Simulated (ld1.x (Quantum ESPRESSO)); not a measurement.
## Plane-wave convergence, PAW potential for lead

```
Element                 : Pb (Z = 82)
Generator               : ld1.x (Quantum ESPRESSO) 7.5
Type                    : PAW
Functional              : LDA (PZ)
Relativity              : scalar-relativistic
Frozen core             : [Xe] 4f14
Valence charge          : 14
Reference configuration : 5d10 6s2 6p2
Partial waves           : 6s (bound): rcut 1.60, rcutus 2.00 bohr; 6s channel at -0.5 Ry: rcut 1.60, rcutus 2.00 bohr; 6p (bound): rcut 2.45, rcutus 3.15 bohr; 6p channel at 4.85 Ry: rcut 2.45, rcutus 3.15 bohr; 5d (bound): rcut 1.35, rcutus 1.60 bohr; 5d channel at 0.05 Ry: rcut 1.35, rcutus 1.60 bohr
Local potential         : all-electron potential smoothed inside 3.00 bohr (lloc = -1)
Core correction         : Bessel-smoothed model core inside 0.95 bohr
Augmentation charge     : PSQ, inside the norm-conserving radii
```

The pseudo-atom Hamiltonian at the reference potential is diagonalised in spherical Bessel functions j_l(qr) that vanish at 20 bohr, with q² up to the cutoff. All-electron valence levels (Ry): 6s -0.9058, 6p -0.2727, 5d -1.5646.

**Question.** How do the lowest levels (Ry) of each channel move with the cutoff, and are there ghosts?

**Answer.**

```json
{"cutoff (Ry)": "8", "s #1": "-0.9021", "s #2": "-0.0414", "p #1": "-0.2727", "d #1": "-0.2396", "f #1": "0.1053", "Σ f·Δε (mRy)": "13258.5"}
{"cutoff (Ry)": "12", "s #1": "-0.9053", "s #2": "-0.0419", "p #1": "-0.2728", "d #1": "-0.6328", "f #1": "0.1053", "Σ f·Δε (mRy)": "9319.2"}
{"cutoff (Ry)": "15", "s #1": "-0.9053", "s #2": "-0.0419", "p #1": "-0.2728", "d #1": "-0.8506", "f #1": "0.1053", "Σ f·Δε (mRy)": "7141.3"}
{"cutoff (Ry)": "21", "s #1": "-0.9058", "s #2": "-0.0419", "p #1": "-0.2728", "d #1": "-1.3058", "f #1": "0.1053", "Σ f·Δε (mRy)": "2588.5"}
{"cutoff (Ry)": "30", "s #1": "-0.9058", "s #2": "-0.0419", "p #1": "-0.2728", "d #1": "-1.5172", "f #1": "0.1053", "Σ f·Δε (mRy)": "474.2"}
{"cutoff (Ry)": "40", "s #1": "-0.9059", "s #2": "-0.0419", "p #1": "-0.2728", "d #1": "-1.5628", "f #1": "0.1053", "Σ f·Δε (mRy)": "18.7"}
{"cutoff (Ry)": "45", "s #1": "-0.9059", "s #2": "-0.0419", "p #1": "-0.2728", "d #1": "-1.5636", "f #1": "0.1053", "Σ f·Δε (mRy)": "10.2"}
{"cutoff (Ry)": "55", "s #1": "-0.9059", "s #2": "-0.0419", "p #1": "-0.2728", "d #1": "-1.5638", "f #1": "0.1053", "Σ f·Δε (mRy)": "7.7"}
{"cutoff (Ry)": "70", "s #1": "-0.9059", "s #2": "-0.0419", "p #1": "-0.2728", "d #1": "-1.5645", "f #1": "0.1053", "Σ f·Δε (mRy)": "1.4"}
{"cutoff (Ry)": "80", "s #1": "-0.9059", "s #2": "-0.0419", "p #1": "-0.2728", "d #1": "-1.5645", "f #1": "0.1053", "Σ f·Δε (mRy)": "1.0"}
{"cutoff (Ry)": "100", "s #1": "-0.9059", "s #2": "-0.0419", "p #1": "-0.2728", "d #1": "-1.5646", "f #1": "0.1053", "Σ f·Δε (mRy)": "0.5"}
{"cutoff (Ry)": "400", "s #1": "-0.9059", "s #2": "-0.0419", "p #1": "-0.2728", "d #1": "-1.5646", "f #1": "0.1053", "Σ f·Δε (mRy)": "0.0"}
```

Result: no extra level below or beside the all-electron valence levels (s, p, d, f tested); 10 mRy is reached at 50 Ry and 1 mRy at 80 Ry.
